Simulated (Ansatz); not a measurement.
`F[SiH]([SiH3])O[SiH3]` → `F[SiH2]O[SiH3]` + `[SiH2]` at 400 K and 1 bar (silylene loss).

Program: Ansatz. Geometries: PBE0-D4/def2-TZVP. ΔE: electronic, gas phase. CBS: MP2 limit from def2 TZ/QZ plus the TZ coupled-cluster correction, frozen cores. This one scheme is used for every species. One conformer a species, not always the lowest.

```tsv
species	CCSD(T)/CBS energy (Eh)	H − E (kJ/mol)	S (J/(mol·K))
`F[SiH]([SiH3])O[SiH3]`	-1046.55730	217.6	454.9
`F[SiH2]O[SiH3]`	-756.28164	162.6	380.8
`[SiH2]`	-290.19011	44.2	218.1
```

H − E and S are ideal-gas, rigid-rotor, harmonic terms from PBE0-D4/def2-TZVP, for one conformer and one mirror image of each species. 1 Eh = 2625.50 kJ/mol, R = 8.31446 J/(mol·K).

Q: By hand: ΔE, ΔH, ΔS and ΔG.

A: ΔE = (-756.28164) + (-290.19011) − (-1046.55730) = 0.08555 Eh = 224.6 kJ/mol. Δ(H − E) = 162.6 + 44.2 − 217.6 = -10.8, so ΔH = 213.8 kJ/mol. ΔS = 380.8 + 218.1 − 454.9 = 144.0 J/(mol·K). ΔG = 213.8 − 400 × (144.0)/1000 = 156.2 kJ/mol.

Q: By hand: the equilibrium constant, and the temperature at which ΔG would vanish if ΔH and ΔS stayed fixed.

A: log₁₀ K = −ΔG/(RT ln 10) = -20.4. ΔG = 0 at ΔH/ΔS = 1485 K.

The number of gas molecules changes by +1, which sets the sign of ΔS. A doubt of 5 kJ/mol in ΔE shifts log₁₀ K by 0.7 here. Other conformers and mirror images would add mixing entropy, several J/(mol·K) or more a flexible species. Modes under 60 cm⁻¹, often nearly free rotors, make the harmonic entropy too high. These are equilibria of isolated gas molecules and say nothing of rates. Largest T1 diagnostic: 0.014 (customary marks: 0.02 for closed shells, 0.045 for open ones).
